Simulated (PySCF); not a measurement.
**TcN(OH) at several levels of theory**

All levels use the PBE0 minimum (quartet; O–H 0.959 Å, Tc–N 1.610 Å, Tc–O 1.896 Å; H–O–Tc 126.1°, N–Tc–O 129.0°), basis [Tc def2-TZVP with ECP28, N def2-TZVP, O def2-TZVP, H def2-TZVP], scalar-relativistic core potentials, density fitting, no spin–orbit coupling, PySCF. For vertical energies the ionised species is a triplet (spins chosen at PBE0 and kept) and the electron-attached one a triplet. Atomisation goes to high-spin ground-configuration atoms, without zero-point energy. Open shells are unrestricted, also as the reference of the correlated levels. A dash marks a value that was not computed or is not defined at that level.

```
  level  atomisation (kJ/mol)  vertical IP (eV)  vertical EA (eV)  −ε(HOMO) (eV)  dipole (D)
   PBE0                  1306              8.08              1.20           5.92        1.40
     HF                   469              7.42             -0.28           8.38        0.57
    MP2                  1206              8.53              1.73              –           –
    PBE                  1485              7.89              1.28           4.78        1.68
 r2SCAN                  1359              8.12              1.17           5.18        1.62
  B3LYP                  1321              8.08              1.39           5.66        1.44
  TPSSh                  1346              7.93              1.20           5.28        1.55
   TPSS                  1411              7.86              1.22           4.83        1.67
r2SCAN0                  1211              8.25              1.14           6.22        1.37
```

Spin contamination in at least one species weakens the values at: HF, MP2.

Without diffuse functions attachment energies tend to come out too low.

Other spin states or occupations of the open shell can lie lower.
